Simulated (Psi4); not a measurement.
C2H6SZn, triplet, at the geometry of the source list (a higher spin typed on purpose: for a closed-shell molecule this is an excited state). Base run: B3LYP/3-21G (Psi4).

Here is a job for Psi4.
```
memory 2 GB

molecule {
0 3
  Zn   -0.28680000    1.06210000    0.88790000
  C     0.39060000   -0.73740000    0.17010000
  C     0.37770000   -0.84950000   -1.35070000
  H    -0.22960000   -1.52400000    0.59530000
  H     1.40380000   -0.89250000    0.53560000
  H     1.02120000   -0.10320000   -1.81150000
  H    -0.62700000   -0.73380000   -1.75110000
  H     0.74350000   -1.83450000   -1.64610000
  S    -1.03710000    3.09090000    1.70860000
  H    -1.75620000    2.52190000    2.66190000
}

set basis 3-21g
set reference uks

energy('b3lyp')
print_variables()
```

Each row names what was changed in the base input (with any setting that the change needs).

```tsv
change	ΔE vs base (eV)	point group used	SCF cycles
base	0.00	c1	18
molecule keys = symmetry c1, no_reorient, no_com	0.00	c1	18
molecule keys = symmetry c1	0.00	c1	18
jitter_ang = 0.002	0.01	c1	18
molecule keys = no_reorient	0.00	c1	18
```

Open shells are given as the SCF converged; they aren't shown to be the lowest states, and a large step between rows can be another state.
